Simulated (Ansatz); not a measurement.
`C[CH2][Ge][F]` + `OC(O)Cl` → `COC(O)Cl` + `[CH3][Ge][F]`  (substitution at a C–C bond)

Calculated with Ansatz (gas phase, PBE0-D4/def2-TZVP geometries, no zero-point term in ΔE). CCSD(T)/CBS adds triple-zeta CCSD(T) − MP2 to the extrapolated MP2 energy (def2 sets, frozen cores). Functionals use def2-TZVPP. B3LYP here is the variant with VWN-RPA as its local correlation; programs differ in this. For Ge outer-core shells are correlated without core-valence functions, which leaves a few kJ/mol of doubt a bond. Scalar relativity is left out up to krypton. One conformer a species, not always the lowest.

`C[CH2][Ge][F]`:

```xyz
9

C    -0.320    0.852    0.251
C    -0.177   -0.659    0.346
Ge    1.297   -1.513   -0.684
F     1.431   -0.265   -1.928
H    -0.373    1.178   -0.789
H    -1.218    1.207    0.764
H     0.535    1.363    0.702
H    -1.077   -1.161   -0.047
H    -0.097   -1.001    1.385
```

`OC(O)Cl`:

Cartesian coordinates in Å:
```
O 0.183 1.105 0.480
C 0.305 -0.124 -0.140
O -0.899 -0.675 -0.487
Cl 1.203 -1.155 1.021
H -0.268 1.692 -0.139
H 0.910 -0.091 -1.048
H -1.434 -0.751 0.313
```

`COC(O)Cl`:

Z-matrix (Å, degrees):
```
C
O 1 1.417
H 1 1.088 2 106.5
H 1 1.096 2 110.9 3 -118.6
H 1 1.094 2 111.5 3 119.5
C 2 1.376 1 112.7 3 179.0
Cl 6 1.796 2 105.7 1 -165.9
O 6 1.369 2 113.8 1 71.6
H 6 1.094 2 112.4 1 -49.9
H 8 0.965 6 108.0 2 57.8
```

`[CH3][Ge][F]`:

Z-matrix (Å, degrees):
```
C
Ge 1 1.981
H 1 1.095 2 108.9
H 1 1.092 2 112.8 3 121.6
H 1 1.095 2 109.0 3 -116.5
F 2 1.766 1 95.0 3 58.9
```

```
             level  ΔE (kcal/mol)  difference from CCSD(T)/CBS
       LDA (SPW92)            7.2                         -0.3
         revPBE-D4            7.1                         -0.4
          BHLYP-D4            6.1                         -1.4
           ωB97X-V            6.1                         -1.4
            B2PLYP            6.3                         -1.2
          PBE-QIDH            7.5                          0.0
            revPBE            6.7                         -0.8
            r2SCAN            6.4                         -1.1
             B3LYP            5.7                         -1.8
           r2SCAN0            6.8                         -0.7
           LC-ωPBE            7.1                         -0.4
       HF/def2-SVP            4.9                         -2.6
   CCSD/def2-TZVPP            6.8                         -0.7
CCSD(T)/def2-TZVPP            6.8                         -0.7
    MP2/def2-QZVPP            8.1                          0.6
SCS-MP2/def2-QZVPP            7.2                         -0.3
       CCSD(T)/CBS            7.5                            0
```

Largest T1 diagnostic among the species: 0.013.

In def2-TZVPP, CCSD(T) changes the Hartree–Fock value by +2.1 kcal/mol (the triples alone add +0.0 kcal/mol) and MP2 by +3.0 kcal/mol. Leaving LDA and LC-ωPBE aside and taking each functional with its dispersion term where it has one, the values, not all of them listed here, spread over 1.7 kcal/mol, from CAM-B3LYP-D4 to PBE-QIDH.
